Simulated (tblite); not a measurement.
Species: C₆H₁₃OP.
Z-matrix (Å and degrees, GFN2-xTB geometry), rows numbered from 1:
```
C 
O   1  1.4038
C   2  1.4122  1  114.89
C   3  1.5366  2  114.06  1   -83.16
C   4  1.5257  3  107.84  2   -89.64
C   5  1.5302  4  107.46  3   -45.21
C   6  1.5269  5  112.83  4   -77.42
P   6  1.8799  5  105.37  4    43.60
H   1  1.0886  2  106.47  3  -175.53
H   1  1.0962  2  111.94  3    65.10
H   1  1.0970  2  111.03  3   -56.49
H   3  1.1024  2  109.27  1    41.13
H   4  1.0908  3  110.10  2    31.71
H   4  1.0908  3  109.30  2   150.48
H   5  1.0914  4  111.33  3  -167.07
H   5  1.0923  4  109.01  3    73.29
H   6  1.0951  5  110.74  4   160.62
H   7  1.0878  6  110.14  5  -179.01
H   7  1.0881  6  111.02  5    61.39
H   7  1.0891  6  110.51  5   -59.14
H   8  1.3981  3   91.84  2    27.08
```

Computed values, GFN2-xTB/tblite, gas phase, harmonic and unscaled. The method is semi-empirical: single wavenumbers can be off by several per cent or more. Modes of hydrogen on phosphorus can be 10 to 20 % off. One conformer, not necessarily the lowest.

Harmonic wavenumbers (cm⁻¹): 41.8, 104.2, 150.1, 185.0, 217.2, 224.1, 276.2, 338.9, 369.5, 402.1, 517.8, 579.9, 669.1, 738.0, 810.1, 830.8, 873.8, 890.1, 945.4, 989.9, 1000.9, 1016.4, 1049.3, 1082.0, 1102.0, 1118.7, 1132.3, 1138.0, 1166.5, 1187.9, 1198.3, 1241.7, 1298.6, 1307.8, 1320.1, 1324.3, 1406.5, 1409.7, 1466.1, 1471.2, 1477.7, 1488.9, 1495.2, 1501.8, 2282.5, 2829.1, 2901.3, 2923.9, 2924.4, 2967.7, 2978.0, 2984.5, 2993.2, 3012.3, 3023.9, 3025.7, 3036.3.

A = 3272, B = 1158, C = 980.1 MHz; mass 132.070 u (most abundant isotopes); point group C1, symmetry number 1.

Task: What is the zero-point energy?

Result: Half the sum of the wavenumbers: 39219 cm⁻¹ = 469.16 kJ/mol.

Task: Give the ideal-gas entropy at 400 K and 1 bar in the rigid-rotor, harmonic-oscillator model (classical rotation).

Result: Translation 175.87, rotation 124.37, vibration 150.28: S = 450.5 J/(mol K).

Task: And Cp and H(400 K) − H(0)?

Result: Cp = 202.60 J/(mol K), of which vibrations give 169.34 (their classical limit is 57 R = 473.9); H(400 K) − H(0) = 45.66 kJ/mol without the zero-point energy, 32.35 from vibrations.

Task: Blend soft modes into free rotors: weight 1/[1 + (100 cm⁻¹/ν̃)⁴] for the oscillator and the rest for a rotor with moment μB/(μ + B), μ = h/(8π²ν), B = 10⁻⁴⁴ kg m². What vibrational entropy results?

Result: 141.14 J/(mol K) in place of 150.28, which changes −T·S at 400 K by +3.66 kJ/mol.

Task: Which modes carry the vibrational entropy at 400 K?

Result: 41.8 cm⁻¹: 24.08; 104.2 cm⁻¹: 16.52; 150.1 cm⁻¹: 13.54; 185.0 cm⁻¹: 11.85; 217.2 cm⁻¹: 10.58; 224.1 cm⁻¹: 10.33 J/(mol K); the other 51 give 63.38 together.

Hindered rotation and anharmonicity are outside this model. Other conformers, if any are populated, would add a mixing term that is left out. The structure is chiral; the term R ln 2 for an equal mix with its mirror image is left out.
